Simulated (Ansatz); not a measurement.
Single points on Sn(NMe2)Me3 (C₅H₁₅NSn).

```yaml
crystal:
  periodic: [false, false, false]
  atoms:
    - {symbol: Sn, position_ang: [-0.057841, 0.003468, -0.765055]}
    - {symbol: N, position_ang: [-0.291028, 0.014676, 1.278343]}
    - {symbol: C, position_ang: [0.080252, 1.192774, 2.011390]}
    - {symbol: C, position_ang: [-0.071878, -1.200225, 2.013446]}
    - {symbol: H, position_ang: [-0.487655, 1.261884, 2.961340]}
    - {symbol: H, position_ang: [-0.151748, 2.105328, 1.437207]}
    - {symbol: H, position_ang: [1.159506, 1.239681, 2.286625]}
    - {symbol: H, position_ang: [-0.414265, -2.077239, 1.439562]}
    - {symbol: H, position_ang: [0.992392, -1.381378, 2.292510]}
    - {symbol: H, position_ang: [-0.647098, -1.196355, 2.961707]}
    - {symbol: C, position_ang: [2.027489, -0.068690, -1.322781]}
    - {symbol: H, position_ang: [2.492867, -0.988999, -0.941358]}
    - {symbol: H, position_ang: [2.563045, 0.796837, -0.906587]}
    - {symbol: H, position_ang: [2.129833, -0.050939, -2.418174]}
    - {symbol: C, position_ang: [-0.968693, 1.825710, -1.450136]}
    - {symbol: H, position_ang: [-1.092720, 1.799938, -2.543041]}
    - {symbol: H, position_ang: [-0.348428, 2.696377, -1.191690]}
    - {symbol: H, position_ang: [-1.957756, 1.942752, -0.983370]}
    - {symbol: C, position_ang: [-1.098799, -1.748217, -1.448084]}
    - {symbol: H, position_ang: [-1.233546, -1.706348, -2.538796]}
    - {symbol: H, position_ang: [-2.088136, -1.801069, -0.971242]}
    - {symbol: H, position_ang: [-0.535784, -2.659987, -1.201787]}
basis:
  gaussian: {orbitals: STO-3G}
hamiltonian: {xc: hf}
scf: {omitted_lower_state_checks: [starts]}
output: {orbitals: {seedname: orbitals}}
```

The file start.molden holds the orbitals of an earlier run on this structure, at another level or in another basis.

```sh
$ ansatz run in.yaml --threads 2 --pin off --events-out ev --progress --plain --max-ram 22528MiB --backend cuda --devices 0, --max-vram 18GiB
```

Shortened log:

```
Functional definition: HF
1002 factors; integrals over basis functions are off by at most 4.9e-5 eV
mean field evaluation 1: about -169059.0144 eV, gradient 2.0e1 eV
mean field evaluation 2: about -169059.3637 eV, gradient 2.0e1 eV
mean field evaluation 4: about -169060.8860 eV, gradient 1.7e0 eV
mean field evaluation 8: about -169060.8976 eV, gradient 3.6e-4 eV
mean field -169060.89756051 eV, -6212.8733917566 hartree, gradient 2.8e-5 eV, S^2 0.000000; 0 other end points of the search recorded, 0 dependent functions left out
reference -169060.89756051 eV, -6212.8733917566 hartree; 51, 51 occupied and 21, 21 virtual orbitals, 1002 factors
Total energy: -169060.89756051 eV, -6212.8733917566 hartree
Checks for a lower state left out: starts
```

Hardware: 2 threads of AMD EPYC 7R13 on a shared host and a share (18 GiB) of an NVIDIA H100 80GB HBM3. Wall time 1.1 s, peak host memory 0.74 GiB.

First input, but with `gaussian: {orbitals: def2-TZVP, initial_orbitals: start.molden}`, `hamiltonian: {xc: pbe}`, `correlation: {method: rpa}` and without the key `output` (abridged; 3.6 s):

```
Functional definition: PBE
mean field -12743.99223914 eV, -468.3330766001 hartree, gradient 3.7e-6 eV, S^2 0.000000
10 core orbitals not correlated: weight in the atoms' cores, before any rotation towards them, 1.000 or more for the frozen orbitals, at most 0.000 for the correlated occupied ones
Total energy: -12738.50395843 eV, -468.1313860041 hartree
Checks for a lower state left out: starts
```

As the first input, with `gaussian: {orbitals: def2-SVP, initial_orbitals: start.molden}`, `correlation: {method: ccsd_t}` and without the key `hamiltonian` (abridged; 2.8 s):

```
Functional definition: HF
mean field -12671.18197224 eV, -465.6573486440 hartree, gradient 3.5e-6 eV, S^2 0.000000
10 core orbitals not correlated: weight in the atoms' cores, before any rotation towards them, 1.000 or more for the frozen orbitals, at most 0.000 for the correlated occupied ones
second order -27.79683461 eV of doubles, -0.00000000 eV of singles
cycle   1  -29.38663389 eV  change    -1.6e0 eV  update   1.1e-1
cycle   2  -30.17665443 eV  change   -7.9e-1 eV  update   3.4e-2
cycle   3  -30.32188290 eV  change   -1.5e-1 eV  update   1.5e-2
cycle   4  -30.32510758 eV  change   -3.2e-3 eV  update   3.7e-3
cycle   5  -30.32559836 eV  change   -4.9e-4 eV  update   1.6e-3
cycle   6  -30.32558327 eV  change    1.5e-5 eV  update   5.1e-4
cycle   7  -30.32547091 eV  change    1.1e-4 eV  update   2.3e-4
cycle   8  -30.32547871 eV  change   -7.8e-6 eV  update   8.7e-5
cycle   9  -30.32546419 eV  change    1.5e-5 eV  update   3.3e-5
perturbative correction -0.91947746 eV, -0.0337901734 hartree
Total energy: -12702.42691388 eV, -466.8055790710 hartree
Checks for a lower state left out: starts
```

The first input with `gaussian: {orbitals: def2-TZVP, initial_orbitals: start.molden}`, `hamiltonian: {xc: {name: BHLYP}, dispersion: d4}` (abridged; 2.6 s):

```
Functional definition: BHLYP
mean field -12747.33695908 eV, -468.4559927910 hartree, gradient 2.4e-5 eV, S^2 0.000000
Total energy: -12747.99273915 eV, -468.4800922638 hartree
Checks for a lower state left out: starts
```

The first input with `gaussian: {orbitals: def2-TZVP, initial_orbitals: start.molden}`, `correlation: {method: mp2}` and without the key `hamiltonian` (abridged; 2.2 s):

```
Functional definition: HF
mean field -12679.02943994 eV, -465.9457377630 hartree, gradient 3.1e-6 eV, S^2 0.000000
10 core orbitals not correlated: weight in the atoms' cores, before any rotation towards them, 1.000 or more for the frozen orbitals, at most 0.000 for the correlated occupied ones
second order -38.27657645 eV of doubles, -0.00000000 eV of singles
Total energy: -12717.30601639 eV, -467.3523760026 hartree
Checks for a lower state left out: starts
```

Geometry: PBE0-D4/def2-SVP.

In the def2 sets Sn takes a core potential, while STO-3G treats all electrons; there is no spin–orbit coupling. Correlated methods freeze 10 core orbitals; core or outer-core shells of Sn are correlated, in sets that lack core-valence functions.
